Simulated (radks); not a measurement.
Values are calculated unless marked as measured or tabulated.
The selenium anion Se2-, [Kr], held by a Watson sphere: a shell of charge +2.17 at radius R that stands for the Madelung well of a crystal (potential energy -2.17/R inside, -2.17/r outside, in hartree with lengths in bohr). Level of theory: scalar-relativistic Kohn-Sham, LDA (Slater exchange, VWN5 correlation), spin-polarised, spherical densities, finite nucleus; Fermi nuclear charge, rms radius of each element as measured or else 0.836 A^(1/3) + 0.57 fm (a radial shooting solver on a logarithmic mesh with Libxc functionals). Response by self-consistent Sternheimer equations with the Hartree and adiabatic LDA kernel, the relativistic mass of each level held fixed and spin-orbit coupling left out. The sphere does not respond.

R (bohr)	e(3d) (eV)	e(4s) (eV)	e(4p) (eV)	<r> 4p (bohr)	sum of <r^2> (bohr^2)	X-ray form factor at sin(theta)/lambda = 0.1 1/angstrom	alpha (bohr^3)
2.86	-52.135	-18.084	-8.121	2.430	58.25	32.486	39.95
2.98	-51.966	-17.775	-7.866	2.460	59.42	32.440	42.77
3.21	-51.657	-17.226	-7.391	2.514	61.61	32.358	48.68
4.26	-50.388	-15.290	-5.524	2.722	70.93	32.072	85.34
4.89	-49.737	-14.453	-4.647	2.822	76.15	31.957	116.8
5.03	-49.604	-14.291	-4.474	2.842	77.29	31.936	125.0
